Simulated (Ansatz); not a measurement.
Cl$_{2}$GaGeH$_{3}$, SMILES `[Cl][Ga]([Cl])[GeH3]`, 7 atoms. The species carries charge 0 and has multiplicity 1. Correlated methods include outer-core shells of Ga, Ge, which these sets cover unevenly. Scalar relativity is left out up to krypton. All runs use 4 threads of an AMD EPYC 9R45 on a shared host. Correlated methods freeze the cores.

Problem. Give the basis size and wall time and peak host memory of each of these runs in Ansatz. RHF-CCSD(T)/def2-SVP energy; RKS PBE0-D4/def2-QZVPP energy; RKS ωB97M-V/def2-SVP energy; RKS ωB97X-V/def2-TZVPP energy; RKS HSE06 (plane-wave form)-D4/def2-TZVPP energy; RHF-CCSD(T)/def2-TZVPP energy; direct RPA on PBE orbitals/def2-TZVPP energy; RHF-MP2/def2-QZVPP energy; RKS PBE0-D4/def2-SVP energy; RKS PBE0-D4/def2-TZVP relaxation (7 steps); RKS ωB97M-V/def2-QZVPP energy; RKS PBE-QIDH (frozen core)/def2-TZVPP energy. (Estimate.)

Solution. Ansatz gave: Other jobs shared the machine, so times are rough.

```csv
level,job,functions,wall time,peak host memory (GiB)
RKS PBE0-D4/def2-SVP,energy,115,0.6 s,0.3
direct RPA on PBE orbitals/def2-TZVPP,energy,222,1.5 s,0.48
RKS HSE06 (plane-wave form)-D4/def2-TZVPP,energy,222,1.5 s,0.94
RKS ωB97M-V/def2-SVP,energy,115,1.9 s,0.44
RKS PBE-QIDH (frozen core)/def2-TZVPP,energy,222,2.1 s,0.64
RHF-CCSD(T)/def2-SVP,energy,115,2.6 s,0.52
RKS ωB97X-V/def2-TZVPP,energy,222,3 s,1
RKS PBE0-D4/def2-QZVPP,energy,408,3.7 s,2.1
RHF-MP2/def2-QZVPP,energy,408,7 s,2.1
RKS ωB97M-V/def2-QZVPP,energy,408,7 s,2.3
RKS PBE0-D4/def2-TZVP,relaxation (7 steps),188,11 s,0.71
RHF-CCSD(T)/def2-TZVPP,energy,222,39 s,3.3
```
